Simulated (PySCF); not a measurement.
Arsenic: a sound run and one with changed settings

Sound run: As²⁺ [Ar] 3d10 4s2 4p1, As³⁺ [Ar] 3d10 4s2. All numbers are calculated (PySCF 2.14, scalar relativity through the core potential, in cc-pVTZ-PP with ECP10MDF (5s4p3d1f, 39 functions)). In the sound run the correlated levels freeze 3s2 3p6 3d10 outside the core potential. The sound run starts from symmetry-adapted Hartree-Fock orbitals and uses a fine grid where one is needed.

Changed run: all electrons correlated in a basis built for the valence shell.

```csv
species,method,sound run (hartree),changed run (hartree),converged
As²⁺,MP2,-330.24349,-330.33718,yes
As³⁺,MP2,-329.22429,-329.31361,yes
```

Ionisation energy of As²⁺:

| method | sound run (eV) | changed run (eV) |
| --- | --- | --- |
| UHF | 27.475 | 27.475 |
| MP2 | 27.734 | 27.853 |
| SCS-MP2 | 27.723 | 27.806 |

A valence basis has no tight correlating functions, so it recovers only part of the core correlation, and not evenly between atom and ion.

For comparison, NIST gives 28.349 ± 0.012 eV between the lowest levels.
